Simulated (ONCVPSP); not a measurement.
Potentials for F compared

Generated with ld1.x 7.5 (TM, RRKJ, ultrasoft, PAW), atompaw 4.2 or ONCVPSP 4.0.1. The cutoff is in Ry: for ld1.x and atompaw files where the sum of valence levels is converged to 10 mRy in a Bessel basis, for ONCV files where the hardest occupied wave has 1 mHa per electron of residual kinetic energy. The error is the largest all-electron minus pseudo excitation energy over each file’s own four to seven test configurations (ionisations up to +4, promotions, holes and added fractions of an electron), all of which were solved. The labels leave out finer settings (local radius, basis sizes, second energies), which also bear on the numbers. Spin-polarised tests are not counted. The rows are a selection from randomly drawn settings: files with unsolved tests, undetermined cutoffs or missed reference levels are left out.

A true bound ghost makes a file unfit for plane-wave use even where its test errors are small: the radial tests pick states by their node count and pass the ghost by.

```tsv
potential	cutoff (Ry)	largest error (meV)	bound ghosts
ONCV, PBEsol, scalar-relativistic, rc 0.80/1.10/1.10 (spd), local smoothed, core correction yes, reference 2s1.5 2p5.5, qcut 9.5/9.7/10, projectors 2/2/1	99	+137	none
ONCV, PW91, non-relativistic, rc 0.80/1.05/0.85 (spd), local smoothed, core correction no, reference 2s1 2p6, qcut 9.6/16.2/12.1, projectors 2/1/2	147	+626	none
ONCV, LDA (Perdew-Zunger), scalar-relativistic, rc 0.70/0.90 (sp), local smoothed, core correction no, reference 2s2 2p5, qcut 9.8/10.7, projectors 1/2	130	+247	none
ONCV, LDA (Perdew-Wang 92), scalar-relativistic, rc 0.85/0.95/0.75 (spd), local smoothed, core correction no, reference 2s2 2p4.5, qcut 7.1/12/13.8, projectors 2/2/2	272	+710	none
ONCV, PBE, scalar-relativistic, rc 0.60/1.75/1.45 (spd), local smoothed, core correction yes, reference 2s1.5 2p5.5, qcut 8.9/7/6.8, projectors 2/1/3	208	+1018	none
ONCV, LDA (Perdew-Wang 92), scalar-relativistic, rc 0.75/1.10 (sp), local smoothed, core correction yes, reference 2s2 2p3, qcut 7.6/13.6, projectors 3/2	356	+170	s
ONCV, LDA (Perdew-Zunger), scalar-relativistic, rc 0.65/1.45/1.20 (spd), local smoothed, core correction no, reference 2s2 2p5, qcut 7.7/10.8/7.6, projectors 3/2/1	579	+2487	s
```

Q: Fill in the row for F: ONCV, PBE, non-relativistic, rc 0.75/1.20/1.10 (spd), local s, core correction yes, reference 2s1.5 2p5.5, qcut 7.1/11.5/8.3, projectors 0/2/2.

A: cutoff 359 Ry, largest error +193 meV, bound ghosts: none.

Q: Fill in the row for F: ONCV, PBEsol, scalar-relativistic, rc 0.70/1.05/0.95 (spd), local smoothed, core correction yes, reference 2s2 2p5, qcut 9.9/14.1/11.4, projectors 2/2/2.

A: cutoff 125 Ry, largest error +183 meV, bound ghosts: none.
